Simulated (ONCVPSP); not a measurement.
## Logarithmic derivatives: La, ONCV

| Item | Value |
| --- | --- |
| Element | La |
| Generator | ONCVPSP 4.0.1 |
| Type | optimised norm-conserving Vanderbilt (ONCV) |
| Functional | PBEsol |
| Relativity | fully relativistic |
| Frozen core | [Kr] 4d10 |
| Valence charge | 11 |
| Reference configuration | 5s2 5p6 5d1 6s0.5 (charge +1.5) |
| Partial waves | 5s+6s: rc 2.40 bohr, ncon 3, nbas 6, qcut 5.2 1/bohr, 3 projectors, debl 2.6 Ha; 5p: rc 2.25 bohr, ncon 5, nbas 8, qcut 5.8 1/bohr, 1 projector; 5d: rc 3.40 bohr, ncon 4, nbas 9, qcut 4.2 1/bohr, 2 projectors, debl 1.4 Ha; f scattering state at 0.47 Ha: rc 3.35 bohr, ncon 4, nbas 8, qcut 3.4 1/bohr, 2 projectors, debl 2.6 Ha |
| Local potential | polynomial inside 1.80 bohr (lpopt 5, dvloc0 6 Ha) |
| Core correction | none |

Open shells are filled in proportion to 2j + 1.

In the f channel the program set the typed energies aside and used -0.492, 2.108 Ha (j = l + 1/2; the other j can differ).

The phase is arctan(r·R′/R) of the radial function R(r), unwrapped; energies in Ha, scanned from -3 to 5 Ha. A pole is an energy at which the radial function vanishes at the test radius. The pseudo phase is shifted by a multiple of π to meet the all-electron one at the reference energy, and phase errors are pseudo minus all-electron; the curves can meet again beyond the range given. Levels narrower than the energy grid can be missing from the lists of poles.

```tsv
channel	radius (bohr)	reference energy (Ha)	poles, all-electron	poles, pseudo	unbroken range about the reference energy with phases within 0.05 rad	phase error 1 Ha above the reference energy (rad)
s	2.43	-0.40	-1.51, 3.04	-1.51, 3.04	the whole range	-0.000
p3/2	2.29	-1.13	-0.47, 4.91	-0.47, 4.07	below 0.9	-0.004
p1/2	2.29	-1.22	-0.65, 4.62	-0.66, 3.98	below 0.7	-0.004
d5/2	3.46	-0.42	-0.21, 1.78, 4.89	-0.21, 1.78, 4.90	below 3.0	+0.000
d3/2	3.46	-0.43	-0.22, 1.75, 4.85	-0.22, 1.76	below 2.8	+0.001
f7/2	3.40	-0.49	-0.48, 0.91, 3.11	-0.47, 2.88	not even at the reference energy	+2.683
f5/2	3.40	-0.49	-0.48, 0.90, 3.10	-0.48, 2.88	-0.5 to -0.5	+2.683
```

Phases in the s channel:

```json
{"E (Ha)": "-2.98", "all-electron": "1.248", "pseudo": "1.248"}
{"E (Ha)": "-2.54", "all-electron": "1.109", "pseudo": "1.109"}
{"E (Ha)": "-2.10", "all-electron": "0.222", "pseudo": "0.222"}
{"E (Ha)": "-1.66", "all-electron": "-1.461", "pseudo": "-1.461"}
{"E (Ha)": "-1.22", "all-electron": "-1.694", "pseudo": "-1.694"}
{"E (Ha)": "-0.78", "all-electron": "-1.833", "pseudo": "-1.833"}
{"E (Ha)": "-0.34", "all-electron": "-2.030", "pseudo": "-2.030"}
{"E (Ha)": "0.10", "all-electron": "-2.550", "pseudo": "-2.550"}
{"E (Ha)": "0.54", "all-electron": "-3.765", "pseudo": "-3.765"}
{"E (Ha)": "0.98", "all-electron": "-4.313", "pseudo": "-4.313"}
{"E (Ha)": "1.42", "all-electron": "-4.497", "pseudo": "-4.497"}
{"E (Ha)": "1.86", "all-electron": "-4.588", "pseudo": "-4.588"}
{"E (Ha)": "2.30", "all-electron": "-4.645", "pseudo": "-4.645"}
{"E (Ha)": "2.74", "all-electron": "-4.688", "pseudo": "-4.688"}
{"E (Ha)": "3.18", "all-electron": "-4.723", "pseudo": "-4.723"}
{"E (Ha)": "3.62", "all-electron": "-4.757", "pseudo": "-4.758"}
{"E (Ha)": "4.06", "all-electron": "-4.795", "pseudo": "-4.796"}
{"E (Ha)": "4.50", "all-electron": "-4.844", "pseudo": "-4.847"}
{"E (Ha)": "4.94", "all-electron": "-4.922", "pseudo": "-4.933"}
```
